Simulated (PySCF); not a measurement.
**How methods differ on the ionisation energy of As⁺**

As⁺ [Ar] 3d10 4s2 4p2 (3P) → As²⁺ [Ar] 3d10 4s2 4p1 (2P), as a difference of total energies. Computed with PySCF 2.14 in x2c-TZVPall (6s5p4d1f, 48 functions), with scalar relativity by spin-free X2C-1e. Correlated levels: valence: [Ar] 3d10 frozen. The calculations carry no spin-orbit coupling.

```csv
method,ionisation energy (eV)
UHF,17.939
PBE0,18.532
PBE,18.487
MP2 (valence),18.313
SCS-MP2 (valence),18.240
CCSD (valence),18.348
CCSD(T) (valence),18.372
```

How much does correlation contribute at CCSD(T) (valence)?

18.372 − (17.939) = 0.433 eV, measured against UHF.

The reference lies between the lowest fine-structure levels, while these numbers refer to the centres of the terms.

Errors of the correlated levels include the incompleteness of this basis and the frozen core.

For comparison: 18.589 eV (measured; NIST Atomic Spectra Database, ionization energies).
